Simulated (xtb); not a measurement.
CH4F2Sn, SMILES [SnH]([F])([CH3])[F]. All values are semi-empirical tight-binding results from xtb (GFN2-xTB unless named), good for trends rather than for accurate numbers. Coordinates come from a GFN2-xTB optimisation.

Optimised geometry:

Bonded distances (Å): Sn1–C2 2.168, Sn1–F3 1.960, Sn1–F4 1.960, Sn1–H5 1.707, C2–H6 1.083, C2–H7 1.084, C2–H8 1.087. Angles (°): C2–Sn1–F3 105.0, C2–Sn1–F4 104.9, C2–Sn1–H5 135.0, F3–Sn1–F4 102.6, F3–Sn1–H5 102.7, F4–Sn1–H5 102.7, Sn1–C2–H6 110.0, Sn1–C2–H7 109.1, Sn1–C2–H8 104.1, H6–C2–H7 111.3, H6–C2–H8 111.0, H7–C2–H8 111.0.

For metal compounds this method's bond lengths and energies can be far off.

The orbital gap comes out as 4.42 eV, the zero-point energy is 26.4 kcal/mol and the G − E(el) at 298.15 K (modified RRHO) is 5.6 kcal/mol.

Computed atomic charges and the Wiberg bond orders between heavy atoms:
charges (e) Sn1 0.43, C2 -0.13, F3 -0.32, F4 -0.32, H5 0.06, H6 0.08, H7 0.09, H8 0.11. Bond orders Sn1–C2 0.64, Sn1–F3 0.87, Sn1–F4 0.87.
